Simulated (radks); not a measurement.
All-electron atom: Pm27+ in [Ar] 3d10 4s2 4p4. All-electron calculation, Dirac Kohn-Sham, PBEsol, spin-unpolarised, spherical densities, finite nucleus; open shells are shared between the two j in proportion to 2j + 1; Fermi nuclear charge, rms radius 4.962 fm. Program: a radial shooting solver on a logarithmic mesh with Libxc functionals.

Normalised radial functions P(r) = r R(r) (large component), r in bohr:

```
   r/bohr * 3d3/2, o 3d5/2 (the largest magnitude, 2.13, reaches the edge; | marks zero, & curves that meet)
 0.003129 &
 0.003528 &
 0.004009 &
 0.004521 &
 0.005097 &
 0.005747 &
 0.006531 &
 0.007364 &
 0.008303 &
 0.009362 &
  0.01056 &
    0.012 &
  0.01353 o*
  0.01525 |&
   0.0172 |&
  0.01939 |&
  0.02204 | &
  0.02484 | &
  0.02801 |  &
  0.03158 |   &
  0.03561 |    o*
  0.04047 |      &
  0.04563 |        o*
  0.05145 |          o*
  0.05801 |              &
  0.06541 |                 o*
  0.07434 |                      o*
  0.08382 |                           o*
   0.0945 |                                o*
   0.1066 |                                     o*
   0.1201 |                                          o*
   0.1365 |                                               o*
    0.154 |                                                   o*
   0.1736 |                                                     o*
   0.1957 |                                                      &
   0.2207 |                                                    &
   0.2508 |                                                *o
   0.2828 |                                           &
   0.3188 |                                    *o
   0.3595 |                            *o
   0.4086 |                     &
   0.4606 |              *o
   0.5194 |         &
   0.5856 |     &
   0.6603 |  &
   0.7504 |*o
   0.8461 |&
    0.954 &
    1.076 &
    1.213 &
    1.378 &
    1.554 &
    1.752 &
```

3d3/2: eigenvalue -1900.9 eV, 0 radial nodes, <r> = 0.229 bohr, 90 % of the charge inside 0.357 bohr. 3d5/2: eigenvalue -1875.4 eV, 0 radial nodes, <r> = 0.233 bohr, 90 % of the charge inside 0.362 bohr.
